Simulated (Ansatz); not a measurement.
Basis-set series for `S=C1BO1`. Total charge 0; spin multiplicity 1. The geometry is a stationary point of PBE0-D4/def2-TZVP.

```xyz
5

S    -0.9872   -1.9262   -0.6453
C    -0.2822   -0.5876   -0.1815
B     0.5019    0.5440    0.3642
O    -0.5262    0.7813   -0.4950
H     1.2937    1.1885    0.9576
```

| functional | basis | functions | energy (Eh) | HOMO (eV) | LUMO (eV) |
| --- | --- | --- | --- | --- | --- |
| PBE0-D4 | def2-TZVPP | 149 | -536.70406 | -6.92 | -2.62 |
| PBE0-D4 | def2-QZVPP | 271 | -536.72359 | -6.95 | -2.67 |
| ωB97M-V | def2-TZVPP | 149 | -536.94123 | -9.05 | -0.40 |
| ωB97M-V | def2-QZVPP | 271 | -536.95942 | -9.09 | -0.48 |

Give the rows for def2-SVP. (An estimate is asked.)

The calculation gave: 
```tsv
functional	basis	functions	energy (Eh)	HOMO (eV)	LUMO (eV)
PBE0-D4	def2-SVP	65	-536.40696	-6.81	-2.47
ωB97M-V	def2-SVP	65	-536.64094	-8.91	-0.17
```

Computed with Ansatz.
